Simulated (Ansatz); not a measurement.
C8H20Si (`CC[Si](CC)(CC)CC`). Charge 0, multiplicity 1. Geometry: relaxed with PBE0-D4/def2-TZVP. It is one conformer, not always the lowest.

```xyz
29

C    -0.477    1.385    2.475
C     0.341    1.423    1.188
Si    0.001   -0.001    0.001
C     0.394   -1.645    0.835
C     1.841   -1.792    1.295
C     1.086    0.225   -1.524
C     0.920   -0.858   -2.585
C    -1.816   -0.006   -0.496
C    -2.288    1.269   -1.187
H    -1.550    1.421    2.269
H    -0.245    2.226    3.133
H    -0.289    0.469    3.042
H     1.412    1.424    1.422
H     0.161    2.363    0.654
H    -0.287   -1.768    1.685
H     0.137   -2.451    0.138
H     2.539   -1.707    0.458
H     2.112   -1.019    2.020
H     2.023   -2.760    1.771
H     2.131    0.274   -1.195
H     0.870    1.210   -1.953
H    -0.108   -0.904   -2.954
H     1.567   -0.686   -3.450
H     1.164   -1.848   -2.190
H    -2.416   -0.192    0.403
H    -1.991   -0.873   -1.144
H    -1.727    1.458   -2.106
H    -3.347    1.220   -1.459
H    -2.158    2.145   -0.545
```

What is the dipole moment at B3LYP/def2-TZVPP? (An estimate is asked.)

Ansatz gave: 0.00 D, zero by symmetry or nearly so.

Give the Mulliken charges with B3LYP, PBE, ωB97M-V in def2-TZVPP. (Best estimate.)

The calculation gave: 
```csv
atom,B3LYP,PBE,ωB97M-V
C1,-0.27,-0.26,-0.32
C2,-0.23,-0.19,-0.32
Si3,0.46,0.29,0.42
C4,-0.23,-0.19,-0.32
C5,-0.27,-0.26,-0.32
C6,-0.23,-0.19,-0.32
C7,-0.27,-0.26,-0.32
C8,-0.23,-0.19,-0.32
C9,-0.27,-0.26,-0.32
H10,0.08,0.08,0.10
H11,0.09,0.08,0.11
H12,0.08,0.08,0.10
H13,0.07,0.07,0.11
H14,0.07,0.07,0.11
H15,0.07,0.07,0.11
H16,0.07,0.07,0.11
H17,0.08,0.08,0.10
H18,0.08,0.08,0.10
H19,0.09,0.08,0.11
H20,0.07,0.07,0.11
H21,0.07,0.07,0.11
H22,0.08,0.08,0.10
H23,0.09,0.08,0.11
H24,0.08,0.08,0.10
H25,0.07,0.07,0.11
H26,0.07,0.07,0.11
H27,0.08,0.08,0.10
H28,0.09,0.08,0.11
H29,0.08,0.08,0.10
```

B3LYP here is the variant with VWN-RPA as its local correlation; programs differ in this.
